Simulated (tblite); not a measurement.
A geometry optimisation, step by step.

Compound: C₆H₁₁F₂NSi.
Numbering: `[CH:1]#[C:2][CH2:3][C@@H:4]([CH2:5][CH:6]([F:7])[F:8])[NH:9][SiH3:10]` (hydrogens: H11 on C1; H12, H13 on C3; H14 on C4; H15, H16 on C5; H17 on C6; H18 on N9; H19, H20, H21 on Si10)

Computed with GFN2-xTB (tblite), gas phase: L-BFGS steps from a force-field or distance-geometry start until the largest atomic force falls under 0.01 eV/Å. 9 of its 88 geometries are shown.

Step 0: E = -885.2694 eV, largest atomic force 1.392 eV/Å
```
atom  x, y, z in Å  |  force x, y, z in eV/Å
C1      3.549    0.725    0.184   -1.174  -0.579  -0.472
C2      2.550    0.185   -0.238    0.934   0.490   0.422
C3      1.358   -0.498   -0.735   -0.009   0.358   0.177
C4      0.068   -0.063    0.018   -0.326  -0.676   0.127
C5     -0.290    1.395   -0.269    0.409   0.208  -0.726
C6     -1.410    1.914    0.605    0.643   0.309   0.013
F7     -0.992    1.943    1.897   -0.217  -0.024   0.035
F8     -1.666    3.209    0.274   -0.174  -0.083   0.057
N9     -1.082   -0.914   -0.346    0.672   0.838  -0.478
Si10   -1.444   -2.454    0.298    0.111  -0.630   0.623
H11     4.412    1.212    0.552   -0.260  -0.151  -0.118
H12     1.500   -1.579   -0.639   -0.062   0.074   0.174
H13     1.228   -0.287   -1.799    0.046   0.103  -0.060
H14     0.256   -0.157    1.105   -0.208  -0.126  -0.361
H15    -0.571    1.530   -1.329   -0.074  -0.146   0.331
H16     0.583    2.040   -0.104   -0.020  -0.143   0.107
H17    -2.331    1.344    0.541   -0.327  -0.179   0.051
H18    -1.149   -0.983   -1.362   -0.023   0.482   0.195
H19    -1.483   -2.334    1.772    0.034  -0.027  -0.379
H20    -0.354   -3.352   -0.153   -0.240  -0.225   0.218
H21    -2.742   -2.860   -0.273    0.265   0.126   0.063
```

Step 11: E = -885.4507 eV, largest atomic force 0.162 eV/Å
```
atom  x, y, z in Å  |  force x, y, z in eV/Å
C1      3.510    0.729    0.180    0.015   0.017   0.013
C2      2.522    0.193   -0.230    0.009  -0.042  -0.015
C3      1.346   -0.484   -0.732    0.013   0.017   0.029
C4      0.056   -0.072    0.011    0.009  -0.069  -0.047
C5     -0.263    1.401   -0.277    0.048  -0.026  -0.057
C6     -1.386    1.917    0.604    0.059  -0.037  -0.026
F7     -1.006    1.939    1.906   -0.053   0.017  -0.041
F8     -1.694    3.200    0.279   -0.017  -0.069   0.037
N9     -1.052   -0.907   -0.390    0.008  -0.022   0.024
Si10   -1.380   -2.457    0.299   -0.057  -0.061  -0.030
H11     4.379    1.194    0.538   -0.024   0.022   0.009
H12     1.479   -1.564   -0.606    0.010   0.063  -0.044
H13     1.238   -0.265   -1.802   -0.017  -0.049   0.090
H14     0.209   -0.203    1.089   -0.022   0.000  -0.100
H15    -0.574    1.516   -1.318   -0.014   0.017  -0.010
H16     0.630    2.005   -0.113    0.017   0.050   0.066
H17    -2.304    1.314    0.525    0.033   0.032   0.046
H18    -1.205   -0.822   -1.388   -0.082  -0.007   0.120
H19    -1.447   -2.310    1.755    0.082   0.080  -0.114
H20    -0.390   -3.494   -0.059   -0.044   0.052   0.078
H21    -2.678   -2.814   -0.271    0.024   0.015  -0.028
```

Step 22: E = -885.4674 eV, largest atomic force 0.055 eV/Å
```
atom  x, y, z in Å  |  force x, y, z in eV/Å
C1      3.502    0.736    0.186    0.021   0.026   0.016
C2      2.526    0.185   -0.231   -0.029   0.004  -0.005
C3      1.354   -0.493   -0.737   -0.029  -0.001   0.007
C4      0.059   -0.084   -0.002   -0.029   0.032  -0.001
C5     -0.251    1.394   -0.279   -0.002   0.034  -0.021
C6     -1.379    1.900    0.601    0.020  -0.021   0.007
F7     -1.000    1.934    1.902   -0.012   0.017   0.002
F8     -1.707    3.179    0.273    0.000  -0.054   0.012
N9     -1.057   -0.910   -0.390    0.020   0.029  -0.016
Si10   -1.387   -2.458    0.292    0.014   0.012  -0.007
H11     4.361    1.216    0.548    0.013   0.022   0.018
H12     1.492   -1.570   -0.611   -0.014  -0.031  -0.028
H13     1.245   -0.275   -1.804   -0.002  -0.033  -0.013
H14     0.206   -0.212    1.075    0.019  -0.034  -0.028
H15    -0.554    1.531   -1.319    0.009  -0.009  -0.019
H16     0.637    2.002   -0.090    0.013  -0.016   0.022
H17    -2.292    1.289    0.535    0.009  -0.006  -0.002
H18    -1.284   -0.784   -1.368    0.011   0.012   0.020
H19    -1.402   -2.243    1.736   -0.029   0.000   0.005
H20    -0.404   -3.511   -0.017   -0.006   0.018   0.000
H21    -2.675   -2.809   -0.302    0.003  -0.002   0.030
```

Step 33: E = -885.4728 eV, largest atomic force 0.047 eV/Å
```
atom  x, y, z in Å  |  force x, y, z in eV/Å
C1      3.478    0.754    0.195   -0.016  -0.017  -0.014
C2      2.524    0.178   -0.243    0.011   0.019  -0.019
C3      1.358   -0.507   -0.757   -0.001  -0.004   0.011
C4      0.070   -0.088   -0.018    0.001   0.015   0.003
C5     -0.228    1.395   -0.274   -0.003   0.005  -0.005
C6     -1.371    1.878    0.600   -0.001  -0.020   0.026
F7     -0.994    1.930    1.901    0.014   0.024   0.038
F8     -1.738    3.143    0.266    0.007  -0.022  -0.004
N9     -1.061   -0.895   -0.399   -0.003  -0.013   0.009
Si10   -1.395   -2.436    0.297   -0.007   0.008   0.011
H11     4.325    1.247    0.570   -0.019   0.000   0.002
H12     1.490   -1.584   -0.625    0.011  -0.005  -0.014
H13     1.253   -0.302   -1.828   -0.001   0.011   0.019
H14     0.228   -0.236    1.055   -0.003   0.006   0.011
H15    -0.517    1.547   -1.315    0.004   0.014  -0.034
H16     0.657    1.996   -0.059    0.007  -0.006   0.007
H17    -2.264    1.238    0.541   -0.008  -0.011  -0.031
H18    -1.313   -0.750   -1.366    0.014  -0.007  -0.017
H19    -1.428   -2.206    1.738    0.004  -0.004   0.009
H20    -0.401   -3.479   -0.006   -0.001  -0.004   0.009
H21    -2.684   -2.808   -0.274   -0.011   0.011  -0.017
```

Step 44: E = -885.4743 eV, largest atomic force 0.030 eV/Å
```
atom  x, y, z in Å  |  force x, y, z in eV/Å
C1      3.470    0.758    0.192   -0.007   0.007   0.001
C2      2.522    0.180   -0.255    0.002  -0.002  -0.005
C3      1.357   -0.510   -0.765    0.017   0.005  -0.003
C4      0.072   -0.089   -0.020    0.024  -0.017  -0.004
C5     -0.219    1.396   -0.270    0.004  -0.012  -0.001
C6     -1.366    1.867    0.602   -0.001   0.002   0.008
F7     -0.992    1.932    1.904    0.002   0.005   0.007
F8     -1.750    3.125    0.262   -0.010   0.003   0.000
N9     -1.061   -0.892   -0.400    0.003   0.008  -0.001
Si10   -1.403   -2.428    0.304   -0.006  -0.004  -0.005
H11     4.306    1.260    0.578   -0.005  -0.008  -0.011
H12     1.496   -1.588   -0.639   -0.012   0.017   0.003
H13     1.244   -0.302   -1.834    0.006   0.007   0.011
H14     0.231   -0.236    1.054    0.007  -0.008  -0.002
H15    -0.500    1.559   -1.313    0.006  -0.003  -0.003
H16     0.669    1.990   -0.045   -0.007   0.007   0.004
H17    -2.249    1.213    0.540   -0.008   0.004  -0.001
H18    -1.301   -0.755   -1.372    0.002  -0.011  -0.002
H19    -1.436   -2.199    1.746   -0.010   0.010   0.002
H20    -0.409   -3.474    0.011   -0.003  -0.014   0.002
H21    -2.691   -2.791   -0.279   -0.004   0.003   0.000
```

Step 54: E = -885.4753 eV, largest atomic force 0.033 eV/Å
```
atom  x, y, z in Å  |  force x, y, z in eV/Å
C1      3.465    0.770    0.189    0.013  -0.005  -0.006
C2      2.525    0.183   -0.264    0.000  -0.010   0.004
C3      1.361   -0.508   -0.774    0.013   0.014   0.005
C4      0.080   -0.093   -0.020    0.017  -0.010  -0.003
C5     -0.214    1.394   -0.263    0.003  -0.012  -0.003
C6     -1.368    1.860    0.605    0.009  -0.001   0.002
F7     -0.993    1.938    1.906   -0.010  -0.009   0.001
F8     -1.764    3.112    0.257   -0.006  -0.012  -0.007
N9     -1.051   -0.898   -0.402    0.003   0.024  -0.012
Si10   -1.413   -2.425    0.309   -0.005   0.009  -0.010
H11     4.302    1.272    0.574   -0.009  -0.001  -0.007
H12     1.497   -1.587   -0.654    0.013   0.029  -0.009
H13     1.244   -0.290   -1.841    0.002  -0.010   0.014
H14     0.245   -0.247    1.051   -0.006   0.001  -0.003
H15    -0.485    1.560   -1.308   -0.012   0.003   0.011
H16     0.670    1.990   -0.027   -0.005  -0.010  -0.002
H17    -2.244    1.196    0.547    0.002   0.013   0.005
H18    -1.280   -0.771   -1.378   -0.003   0.002  -0.003
H19    -1.456   -2.180    1.747   -0.008   0.003   0.019
H20    -0.433   -3.487    0.031    0.005  -0.010   0.004
H21    -2.699   -2.773   -0.285   -0.016  -0.008   0.001
```

Step 65: E = -885.4765 eV, largest atomic force 0.022 eV/Å
```
atom  x, y, z in Å  |  force x, y, z in eV/Å
C1      3.477    0.782    0.177   -0.005   0.002  -0.002
C2      2.537    0.193   -0.272    0.001   0.006   0.008
C3      1.375   -0.501   -0.784   -0.011   0.005   0.006
C4      0.093   -0.102   -0.024   -0.010   0.019   0.005
C5     -0.208    1.386   -0.250   -0.008   0.002  -0.001
C6     -1.371    1.844    0.613    0.009  -0.007  -0.009
F7     -1.003    1.941    1.914   -0.004  -0.005  -0.007
F8     -1.782    3.086    0.247    0.002  -0.010   0.016
N9     -1.036   -0.905   -0.416    0.008  -0.005   0.002
Si10   -1.436   -2.414    0.314    0.001   0.010   0.005
H11     4.307    1.292    0.563    0.010  -0.004  -0.004
H12     1.521   -1.579   -0.678    0.005   0.000  -0.001
H13     1.253   -0.272   -1.847    0.005  -0.006  -0.006
H14     0.258   -0.267    1.046   -0.002  -0.004   0.003
H15    -0.479    1.563   -1.294    0.006  -0.005  -0.001
H16     0.672    1.984   -0.006   -0.018  -0.007  -0.002
H17    -2.241    1.171    0.559    0.021   0.002  -0.001
H18    -1.256   -0.781   -1.394   -0.003   0.000  -0.004
H19    -1.498   -2.147    1.748   -0.004   0.008   0.009
H20    -0.473   -3.500    0.071    0.013  -0.001  -0.003
H21    -2.721   -2.754   -0.287   -0.016   0.002  -0.010
```

Step 76: E = -885.4771 eV, largest atomic force 0.017 eV/Å
```
atom  x, y, z in Å  |  force x, y, z in eV/Å
C1      3.485    0.792    0.170    0.002  -0.007  -0.002
C2      2.541    0.204   -0.272    0.016  -0.003  -0.003
C3      1.383   -0.494   -0.785   -0.004  -0.003   0.000
C4      0.098   -0.106   -0.027   -0.005   0.012   0.006
C5     -0.208    1.382   -0.248   -0.005   0.004  -0.004
C6     -1.372    1.829    0.616    0.002  -0.003  -0.004
F7     -1.002    1.925    1.917   -0.010  -0.006   0.001
F8     -1.795    3.068    0.255    0.001  -0.003   0.009
N9     -1.028   -0.910   -0.425   -0.002  -0.005   0.003
Si10   -1.451   -2.405    0.318   -0.003   0.009   0.006
H11     4.322    1.296    0.550    0.003   0.009   0.004
H12     1.538   -1.571   -0.683   -0.006  -0.009   0.008
H13     1.261   -0.264   -1.848    0.000  -0.001  -0.008
H14     0.258   -0.275    1.042    0.010  -0.006   0.010
H15    -0.476    1.559   -1.291   -0.003   0.010  -0.009
H16     0.670    1.982    0.000   -0.007   0.000  -0.005
H17    -2.235    1.147    0.560    0.008   0.003   0.005
H18    -1.244   -0.789   -1.404    0.001   0.001  -0.011
H19    -1.529   -2.121    1.749    0.000   0.001  -0.004
H20    -0.490   -3.498    0.096   -0.002  -0.001   0.002
H21    -2.735   -2.736   -0.291    0.003  -0.004  -0.004
```

Step 87: E = -885.4776 eV, largest atomic force 0.010 eV/Å
```
atom  x, y, z in Å  |  force x, y, z in eV/Å
C1      3.497    0.794    0.161   -0.003   0.003   0.000
C2      2.551    0.206   -0.275   -0.006   0.001  -0.004
C3      1.391   -0.492   -0.786    0.001  -0.002  -0.002
C4      0.104   -0.103   -0.030    0.002  -0.009   0.003
C5     -0.209    1.383   -0.249    0.004  -0.002  -0.003
C6     -1.376    1.814    0.620    0.002   0.003   0.001
F7     -1.004    1.897    1.922   -0.007  -0.002   0.003
F8     -1.809    3.054    0.276    0.002   0.004   0.002
N9     -1.019   -0.910   -0.433   -0.005   0.004  -0.004
Si10   -1.463   -2.393    0.322    0.002  -0.001  -0.003
H11     4.334    1.303    0.537   -0.003  -0.005  -0.001
H12     1.543   -1.570   -0.677    0.002   0.001  -0.002
H13     1.269   -0.267   -1.850    0.005  -0.003   0.000
H14     0.263   -0.272    1.039    0.003  -0.002   0.008
H15    -0.480    1.563   -1.292   -0.009   0.001  -0.002
H16     0.663    1.989   -0.001    0.003   0.002   0.004
H17    -2.233    1.126    0.559    0.000   0.003   0.000
H18    -1.225   -0.795   -1.415   -0.001  -0.005  -0.002
H19    -1.558   -2.092    1.748   -0.001   0.003  -0.001
H20    -0.508   -3.496    0.124    0.001   0.003   0.005
H21    -2.740   -2.724   -0.302    0.005   0.003   0.000
```

Task: Summarise the path.

Result: The energy falls by 0.2082 eV from step 0 to step 87; nine tenths of that is first reached at step 13. It falls at every step. The largest force goes from 1.392 to 0.010 eV/Å. Among the bonds C4–N9 changes most, from 1.476 to 1.440 Å; the atoms move by 0.151 Å rms after alignment.

Task: Follow the three bonds and two angles with the largest change from start to end.

Result: 
```json
{"step": "0", "E above end (eV)": "0.2082", "largest force (eV/Å)": "1.392", "C4–N9 (Å)": "1.476", "Si10–H19 (Å)": "1.479", "C6–H17 (Å)": "1.085", "Si10–N9–H18 (°)": "107.5", "N9–Si10–H20 (°)": "106.0"}
{"step": "4", "E above end (eV)": "0.1054", "largest force (eV/Å)": "0.367", "C4–N9 (Å)": "1.453", "Si10–H19 (Å)": "1.456", "C6–H17 (Å)": "1.099", "Si10–N9–H18 (°)": "109.4", "N9–Si10–H20 (°)": "106.7"}
{"step": "8", "E above end (eV)": "0.0427", "largest force (eV/Å)": "0.230", "C4–N9 (Å)": "1.438", "Si10–H19 (Å)": "1.460", "C6–H17 (Å)": "1.100", "Si10–N9–H18 (°)": "115.1", "N9–Si10–H20 (°)": "111.6"}
{"step": "11", "E above end (eV)": "0.0269", "largest force (eV/Å)": "0.162", "C4–N9 (Å)": "1.443", "Si10–H19 (Å)": "1.464", "C6–H17 (Å)": "1.102", "Si10–N9–H18 (°)": "116.1", "N9–Si10–H20 (°)": "113.9"}
{"step": "15", "E above end (eV)": "0.0161", "largest force (eV/Å)": "0.095", "C4–N9 (Å)": "1.441", "Si10–H19 (Å)": "1.457", "C6–H17 (Å)": "1.100", "Si10–N9–H18 (°)": "116.5", "N9–Si10–H20 (°)": "115.7"}
{"step": "19", "E above end (eV)": "0.0122", "largest force (eV/Å)": "0.050", "C4–N9 (Å)": "1.442", "Si10–H19 (Å)": "1.459", "C6–H17 (Å)": "1.100", "Si10–N9–H18 (°)": "116.2", "N9–Si10–H20 (°)": "115.7"}
{"step": "23", "E above end (eV)": "0.0097", "largest force (eV/Å)": "0.046", "C4–N9 (Å)": "1.441", "Si10–H19 (Å)": "1.460", "C6–H17 (Å)": "1.100", "Si10–N9–H18 (°)": "117.1", "N9–Si10–H20 (°)": "115.5"}
{"step": "26", "E above end (eV)": "0.0082", "largest force (eV/Å)": "0.060", "C4–N9 (Å)": "1.440", "Si10–H19 (Å)": "1.461", "C6–H17 (Å)": "1.100", "Si10–N9–H18 (°)": "117.4", "N9–Si10–H20 (°)": "115.5"}
{"step": "30", "E above end (eV)": "0.0064", "largest force (eV/Å)": "0.066", "C4–N9 (Å)": "1.441", "Si10–H19 (Å)": "1.460", "C6–H17 (Å)": "1.101", "Si10–N9–H18 (°)": "117.4", "N9–Si10–H20 (°)": "115.1"}
{"step": "34", "E above end (eV)": "0.0046", "largest force (eV/Å)": "0.034", "C4–N9 (Å)": "1.440", "Si10–H19 (Å)": "1.460", "C6–H17 (Å)": "1.100", "Si10–N9–H18 (°)": "117.9", "N9–Si10–H20 (°)": "114.8"}
{"step": "38", "E above end (eV)": "0.0040", "largest force (eV/Å)": "0.025", "C4–N9 (Å)": "1.441", "Si10–H19 (Å)": "1.460", "C6–H17 (Å)": "1.101", "Si10–N9–H18 (°)": "117.8", "N9–Si10–H20 (°)": "114.6"}
{"step": "42", "E above end (eV)": "0.0035", "largest force (eV/Å)": "0.022", "C4–N9 (Å)": "1.440", "Si10–H19 (Å)": "1.460", "C6–H17 (Å)": "1.100", "Si10–N9–H18 (°)": "117.9", "N9–Si10–H20 (°)": "114.7"}
{"step": "45", "E above end (eV)": "0.0032", "largest force (eV/Å)": "0.029", "C4–N9 (Å)": "1.440", "Si10–H19 (Å)": "1.460", "C6–H17 (Å)": "1.101", "Si10–N9–H18 (°)": "117.7", "N9–Si10–H20 (°)": "114.7"}
{"step": "49", "E above end (eV)": "0.0028", "largest force (eV/Å)": "0.027", "C4–N9 (Å)": "1.440", "Si10–H19 (Å)": "1.461", "C6–H17 (Å)": "1.100", "Si10–N9–H18 (°)": "117.4", "N9–Si10–H20 (°)": "114.9"}
{"step": "53", "E above end (eV)": "0.0024", "largest force (eV/Å)": "0.033", "C4–N9 (Å)": "1.440", "Si10–H19 (Å)": "1.460", "C6–H17 (Å)": "1.100", "Si10–N9–H18 (°)": "117.5", "N9–Si10–H20 (°)": "115.0"}
{"step": "57", "E above end (eV)": "0.0019", "largest force (eV/Å)": "0.030", "C4–N9 (Å)": "1.440", "Si10–H19 (Å)": "1.461", "C6–H17 (Å)": "1.101", "Si10–N9–H18 (°)": "117.7", "N9–Si10–H20 (°)": "115.0"}
{"step": "61", "E above end (eV)": "0.0014", "largest force (eV/Å)": "0.027", "C4–N9 (Å)": "1.440", "Si10–H19 (Å)": "1.460", "C6–H17 (Å)": "1.100", "Si10–N9–H18 (°)": "117.8", "N9–Si10–H20 (°)": "115.1"}
{"step": "64", "E above end (eV)": "0.0012", "largest force (eV/Å)": "0.020", "C4–N9 (Å)": "1.440", "Si10–H19 (Å)": "1.460", "C6–H17 (Å)": "1.101", "Si10–N9–H18 (°)": "117.8", "N9–Si10–H20 (°)": "115.2"}
{"step": "68", "E above end (eV)": "0.0009", "largest force (eV/Å)": "0.017", "C4–N9 (Å)": "1.440", "Si10–H19 (Å)": "1.461", "C6–H17 (Å)": "1.101", "Si10–N9–H18 (°)": "117.9", "N9–Si10–H20 (°)": "114.9"}
{"step": "72", "E above end (eV)": "0.0007", "largest force (eV/Å)": "0.014", "C4–N9 (Å)": "1.440", "Si10–H19 (Å)": "1.461", "C6–H17 (Å)": "1.100", "Si10–N9–H18 (°)": "118.0", "N9–Si10–H20 (°)": "114.7"}
{"step": "76", "E above end (eV)": "0.0005", "largest force (eV/Å)": "0.017", "C4–N9 (Å)": "1.439", "Si10–H19 (Å)": "1.461", "C6–H17 (Å)": "1.101", "Si10–N9–H18 (°)": "118.0", "N9–Si10–H20 (°)": "114.8"}
{"step": "79", "E above end (eV)": "0.0004", "largest force (eV/Å)": "0.020", "C4–N9 (Å)": "1.440", "Si10–H19 (Å)": "1.460", "C6–H17 (Å)": "1.101", "Si10–N9–H18 (°)": "118.0", "N9–Si10–H20 (°)": "114.8"}
{"step": "83", "E above end (eV)": "0.0001", "largest force (eV/Å)": "0.020", "C4–N9 (Å)": "1.440", "Si10–H19 (Å)": "1.461", "C6–H17 (Å)": "1.100", "Si10–N9–H18 (°)": "118.1", "N9–Si10–H20 (°)": "114.9"}
{"step": "87", "E above end (eV)": "0.0000", "largest force (eV/Å)": "0.010", "C4–N9 (Å)": "1.440", "Si10–H19 (Å)": "1.461", "C6–H17 (Å)": "1.101", "Si10–N9–H18 (°)": "118.1", "N9–Si10–H20 (°)": "114.8"}
```

What follows is the cost of the whole relaxation. The run took 1.4 s on one thread of an Arm Neoverse N1, no GPU, shared host.
